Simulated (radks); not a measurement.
Neutral platinum inside a hard spherical wall (all orbitals vanish at R), configuration held at [Xe] 4f14 5d9 6s1 and not refilled when levels cross. Calculated with a radial shooting solver on a logarithmic mesh with Libxc functionals: scalar-relativistic Kohn-Sham, PBEsol, spin-polarised, spherical densities, point nucleus; open shells are filled with parallel spins first (spin-orbit coupling, left out, can overturn this in heavy ions). Eigenvalues in eV for spin up, with the zero of energy where the potential of the charges vanishes at infinity; a dash marks a level that is unbound or too diffuse for the functional's potential to be trusted. A positive occupied level is held by the wall or, in an anion where self-interaction has pushed it up, behind a barrier. The pressure on the wall is -dE/dV.

| R (bohr) | E (hartree) | kinetic (hartree) | e(4f) | e(5p) | e(5d) | e(6s) | e(6p, empty) | e(7s, empty) | pressure (GPa) |
|---|---|---|---|---|---|---|---|---|---|
| free | -18408.3827 | 20534.191 | -70.125 | -56.246 | -6.522 | -6.137 | - | - | 0 |
| 20 | -18408.3827 | 20534.191 | -70.125 | -56.246 | -6.522 | -6.137 | -1.038 | - | < 0.0001 |
| 12 | -18408.3826 | 20534.191 | -70.124 | -56.245 | -6.521 | -6.137 | -0.999 | 0.805 | 0.000144 |
| 10 | -18408.3826 | 20534.192 | -70.116 | -56.237 | -6.514 | -6.130 | -0.904 | 1.663 | 0.00300 |
| 6 | -18408.3631 | 20534.335 | -69.419 | -55.562 | -5.908 | -5.451 | 0.979 | 11.001 | 1.72 |
| 5 | -18408.3047 | 20534.676 | -68.121 | -54.343 | -4.818 | -4.077 | 3.535 | 20.483 | 10.3 |
| 4 | -18408.0429 | 20535.964 | -64.321 | -50.918 | -1.653 | 0.414 | 10.657 | 42.787 | 76.5 |
| 3.5 | -18407.6315 | 20537.784 | -60.106 | -47.277 | 1.928 | 6.087 | 18.944 | 65.760 | 235 |
| 2.5 | -18403.7984 | 20553.189 | -38.011 | -29.232 | 22.563 | 45.217 | 70.733 | 187.54 | 3500 |
